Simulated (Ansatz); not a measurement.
Relaxation of Cl4GeH3P (9 atoms, charge 0, multiplicity 1), to a largest force component of 0.03 eV/Å in at most 50 steps.

All numbers below come from RKS B3LYP-D4/def2-SVP in Ansatz.

```xyz
9
Properties=species:S:1:pos:R:3:forces:R:3
Ge -0.667 -0.162 -0.337 0.36 -0.05 -0.61
Cl 0.068 0.991 2.807 -1.02 0.36 0.13
Cl 1.187 -1.143 0.177 0.02 0.00 0.01
Cl -0.302 1.942 -0.669 0.00 0.02 0.02
Cl -1.240 -0.956 -2.280 -0.01 0.00 -0.01
P -2.363 -0.488 1.165 -0.53 -0.11 0.37
H -3.224 -1.090 0.198 0.06 -0.04 0.00
H -1.819 -1.716 1.647 -0.01 0.03 -0.05
H -1.225 1.309 2.699 1.13 -0.21 0.15
```

Problem. Where does it end, and by what steps?

Solution. The run converged. The force dipped under the threshold on the way, but the program's further checks kept it going. After 21 steps the energy has fallen by 0.197 eV; H9 moved furthest, 1.14 Å.

```tsv
step	energy less start (eV)	largest force component (eV/Å)	accepted
0	0.0000	1.130	yes
1	-0.0738	0.696	yes
2	-0.0841	0.425	yes
3	-0.0818	0.351	no
4	-0.0958	0.325	yes
5	-0.1030	0.104	yes
6	-0.1094	0.108	yes
7	-0.1162	0.146	yes
8	-0.1315	0.054	yes
9	-0.0965	1.375	no
10	-0.1392	0.047	yes
11	-0.1472	0.228	yes
12	-0.1574	0.478	yes
13	-0.1824	0.118	yes
14	-0.1869	0.049	yes
15	-0.1935	0.071	yes
16	-0.1937	0.130	yes
17	-0.1957	0.038	yes
18	-0.1964	0.015	yes
19	-0.1969	0.058	yes
20	-0.1972	0.051	yes
21	-0.1972	0.025	yes
```

```xyz
9
Properties=species:S:1:pos:R:3
Ge -0.797 -0.191 -0.363
Cl -0.501 1.021 3.240
Cl 1.021 -1.276 0.078
Cl -0.288 1.935 -0.232
Cl -1.292 -0.527 -2.445
P -2.619 -0.708 0.997
H -2.980 -1.774 0.111
H -1.826 -1.545 1.835
H -0.304 1.753 2.187
```

Whether the end is a true minimum wasn't checked by a vibrational analysis.

The run took 59 s on 4 threads of Arm Neoverse V2 (shared host), peak memory 0.43 GiB.
